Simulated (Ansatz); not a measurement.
(AlSb)n off (charge +1): gap (eV) at several levels, gas phase, relaxed structures; Ansatz. Clusters are the lowest isomers that short searches found in that spin, judged at the geometry's level. Core potentials for Sb in the def2 sets, no spin–orbit coupling. HOMO and LUMO are taken over both spins. The structures are stationary points that may keep the symmetry of their start. Remarks come from the PBE and PBE0 runs and from stability tests at other levels; not every state was tested.

| species | state | geometry | PBE-D4/def2-SVP | r2SCAN-D4/def2-TZVP | PBE0-D4/def2-SVP | PBE0-D4/def2-TZVP | remarks |
| --- | --- | --- | --- | --- | --- | --- | --- |
| Al2Sb2⁺ | doublet | PBE-D4/def2-SVP | 0.78 | 1.02 | 2.25 | 2.22 | – |
| Al3Sb3⁺ | doublet | PBE0-D4/def2-SVP | 0.42 | 0.71 | 1.62 | 1.63 | spin-contaminated (⟨S²⟩ up to 0.87) |
| Al4Sb3⁺ | singlet | PBE-D4/def2-SVP | 1.43 | 1.49 | 2.42 | 2.42 | restricted SCF unstable in HF |

Q: Estimate the column for PBE-D4/def2-TZVP.

A: Al2Sb2⁺ 0.74; Al3Sb3⁺ 0.41; Al4Sb3⁺ 1.41.

Over the 3 species that have every level, the mean is 0.88 at PBE-D4/def2-SVP, 0.86 at PBE-D4/def2-TZVP, 1.08 at r2SCAN-D4/def2-TZVP, 2.10 at PBE0-D4/def2-SVP, 2.09 at PBE0-D4/def2-TZVP. Orbital gaps grow with the share of exact exchange and aren't one observable across functionals.
